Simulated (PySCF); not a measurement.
Structure with atom numbers: `[NH2:1][c:2]1[cH:3][cH:4][cH:5][c:6]([Cl:7])[cH:8]1` (H(Xn): hydrogen on atom n).

[PySCF 2.14.0 with density-fitted response routines: PBE0/pcSseg-1 with gauge-including orbitals; geometry: GFN2-xTB; one averaged value for each set of equivalent atoms; no relativistic terms; isolated molecule; one conformer]

Shifts are taken against calculated references (same method and geometry level): TMS for 13C.

Question: Do the 13C shifts follow the atomic charges (in e)? Tabulate both.

Answer: 
```
atoms  hybridisation  δ (ppm)  σ para (ppm)  Hirshfeld    IAO  Mulliken  ESP-fitted
   C2            sp2    153.0          -219      +0.06  +0.14     +0.05       +0.26
   C6            sp2    147.0          -214      +0.01  +0.01     -0.24       -0.10
   C4            sp2    136.0          -203      -0.04  -0.13     -0.08       -0.23
   C5            sp2    122.3          -185      -0.08  -0.20     +0.03       -0.03
   C8            sp2    117.1          -180      -0.09  -0.22     +0.08       -0.14
   C3            sp2    114.3          -180      -0.08  -0.21     -0.06       -0.22
```

Correlation coefficients of δ with charge over these carbons: Hirshfeld +0.96, IAO +0.95, Mulliken -0.37, ESP-fitted +0.62; with the paramagnetic shielding -1.00. With so few points these coefficients are fragile. Charge is one influence among several: hybridisation and low-lying excitations act through the paramagnetic term.

Carbons that carry Cl, above all several Cl atoms, come out too deshielded, partly because spin–orbit coupling is missing. Shifts are as computed. Against solution values, carbons near 30 ppm lie about +3 ppm off and those near 130 ppm about +5 ppm; carbons on Cl a further +6 ppm. Of 1211 compounds with measured shifts, 218 miss one by over three times the rms of a fit or turn the order of signals round; such compounds aren't used in these exercises.
